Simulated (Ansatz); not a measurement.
A run for Ansatz (an electronic-structure program): R-CCSD(T)/cc-pVTZ on C3H4 (SMILES C1=CC1).

Ansatz 0.2 input:
```yaml
crystal:
  periodic: [false, false, false]
  atoms:
    - {symbol: C, position_ang: [-0.47878045, 0.66457871, 0.06252716]}
    - {symbol: C, position_ang: [-0.52383728, -0.63153254, -0.03957745]}
    - {symbol: C, position_ang: [0.86479744, -0.02850362, -0.01979502]}
    - {symbol: H, position_ang: [-0.98493216, 1.60921732, 0.14786895]}
    - {symbol: H, position_ang: [-1.09443239, -1.54068169, -0.10027274]}
    - {symbol: H, position_ang: [1.47278847, -0.12030545, 0.87723803]}
    - {symbol: H, position_ang: [1.43587559, 0.02443621, -0.94381674]}
basis:
  gaussian:
    orbitals: cc-pVTZ
magnetization: {spin_polarized: false}
correlation: {method: ccsd_t, electrons: outside_noble_gas}
accuracy: high
phonons: {}
scf: {lower_state_search: off}
```

The head of its log:

```
WARN ansatz: RAYON_NUM_THREADS=6 ignored (pool sized by the plan → 6); use --threads N
Functional definition: HF
these checks for a lower state are left out or cut short: starts, cluster_reference, orbital_swaps, neighbouring_geometries, increment
integrals: 0.84 GiB planned
2710 factors; integrals over basis functions are off by at most 1.6e-9 eV
mean field: 0.54 GiB planned
mean field evaluation 1: about -3150.8860 eV, gradient 2.7e1 eV
mean field evaluation 2: about -3150.8868 eV, gradient 2.7e1 eV
mean field evaluation 4: about -3152.8095 eV, gradient 2.7e0 eV
mean field evaluation 8: about -3152.8323 eV, gradient 1.5e-2 eV
mean field -3152.83234861 eV, -115.8644517448 hartree, gradient 5.8e-9 eV, S^2 0.000000; 0 other end points of the search recorded, 0 dependent functions left out
3 core orbitals not correlated
reference -3152.83234861 eV, -115.8644517448 hartree; 8, 8 occupied and 135, 135 virtual orbitals, 2710 factors
densities: 3.61 GiB planned
```

Problem. Predict the final total energy.

Solution. -116.3980 hartree (reference determinant -115.8645, T1 diagnostic 0.010).
